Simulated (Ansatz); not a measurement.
Geometry optimisation, Ansatz 0.2.0, RKS B3LYP/def2-SVP.

The input (input.yaml):

```yaml
crystal:
  periodic: [false, false, false]
  atoms:
    - { symbol: C, position_ang: [-0.6574, 1.6253, 0.3704] }
    - { symbol: Si, position_ang: [-0.9865, 0.7169, -1.1974] }
    - { symbol: S, position_ang: [-0.8963, -1.383, -0.7814] }
    - { symbol: C, position_ang: [0.9124, -1.6184, -0.2181] }
    - { symbol: H, position_ang: [-1.52183, 1.78156, -2.00581] }
    - { symbol: H, position_ang: [0.3015, 1.5241, 0.7527] }
    - { symbol: H, position_ang: [-0.7954, 2.7471, 0.1909] }
    - { symbol: H, position_ang: [1.0741, -1.0403, 0.6899] }
    - { symbol: H, position_ang: [1.5495, -1.3105, -0.9501] }
    - { symbol: H, position_ang: [0.9986, -2.6876, 0.0268] }
basis:
  gaussian: { orbitals: def2-SVP }
hamiltonian:
  xc: b3lyp
relax:
  f_tol: 0.02
  max_steps: 50
```

Launched with:

```bash
$ ansatz run input.yaml --threads 2 --pin off --max-ram 3072MiB --backend cpu --events-out ev --progress --plain --runs-dir out
```

Task: Where does it end, and by what steps?

Result: The run converged. After 9 steps the energy has fallen by 1.949 eV; H5 moved furthest, 0.87 Å.

```
step  energy less start (eV)  largest force component (eV/Å)  accepted
   0                  0.0000                           4.373       yes
   1                 -1.2001                           1.783       yes
   2                 -1.6672                           1.388       yes
   3                 -1.8395                           0.660       yes
   4                 -1.8487                           0.953       yes
   5                 -1.9202                           0.259       yes
   6                 -1.9365                           0.357       yes
   7                 -1.9367                           0.352       yes
   8                 -1.9484                           0.029       yes
   9                 -1.9490                           0.012       yes
```

```xyz
10
Properties=species:S:1:pos:R:3
C -0.248 1.807 0.117
Si -1.031 0.772 -0.993
S -0.603 -1.283 -1.336
C 0.791 -1.561 -0.170
H -2.142 1.188 -1.881
H 0.567 1.496 0.775
H -0.561 2.852 0.201
H 0.484 -1.366 0.867
H 1.653 -0.931 -0.430
H 1.069 -2.618 -0.272
```

Time of the run: 17 s on 2 threads of Intel(R) Xeon(R) Platinum 8488C (Sapphire Rapids) (shared host), peak memory 0.21 GiB.
